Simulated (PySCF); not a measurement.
**How good is the calculation?**

Mapped SMILES: `[CH3:1][CH2:2][CH2:3][O:4][C:5](=[O:6])[c:7]1[cH:8][cH:9][cH:10][cH:11][cH:12]1` (H(Xn): hydrogen on atom n).

What is known from experiment: δ ¹³C C3 66.4; C2 22.2; C1 10.5; δ ¹H H(C3) 4.25; H(C2) 1.76; H(C1) 1.07 ppm (measured; solution, not stated per compound (mostly CDCl3 or CCl4); Pretsch, Buehlmann, Badertscher, Structure Determination of Organic Compounds, 4th ed. (2009)).

One averaged value for each set of equivalent atoms, one conformer, in vacuum, no relativistic terms. Coordinates at the PBE0-D3(BJ)/def2-SVP level; PBE/pcSseg-1 with gauge-including orbitals; PySCF.

(1) How close does the calculation come?

(2) How far are the unscaled ¹³C shifts from the references?

(3) How far are the unscaled ¹H shifts from the references?

## Answers

(1) 
Reference values: measured (solution, not stated per compound (mostly CDCl3 or CCl4); Pretsch, Buehlmann, Badertscher, Structure Determination of Organic Compounds, 4th ed. (2009)).
```csv
atoms,quantity,reference,computed,"computed, scaled"
C3,δ ¹³C,66.4,69.5,67.5
C2,δ ¹³C,22.2,25.2,23.5
C1,δ ¹³C,10.5,11.2,9.5
H(C3),δ ¹H,4.25,4.19,–
H(C2),δ ¹H,1.76,1.76,–
H(C1),δ ¹H,1.07,0.96,–
```

Computed shifts are σ(ref) − σ with the named reference compound (TMS for H and C) calculated as an isolated molecule at the same level. The measured values may be among those fitted. Empirical linear scaling, fitted to shifts measured mostly in CDCl3 for H and C (δ vs TMS): ¹³C: δ = 177.38 − 0.994σ (rms 1.8 ppm, 50 shifts, 2.0 ppm with the 1 outlier that the fit left out). A few per cent of atoms miss by over 2 rms, more outside the fitted compound classes.

(2) Mean signed difference +2.27 ppm, mean absolute 2.27 ppm over 3 comparisons; the largest is +3.1 ppm at C3 (sp3 CH2 bonded to O).

(3) Mean signed difference -0.06 ppm, mean absolute 0.06 ppm over 3 comparisons; the largest is -0.11 ppm at H(C1) (hydrogen on a methyl carbon).
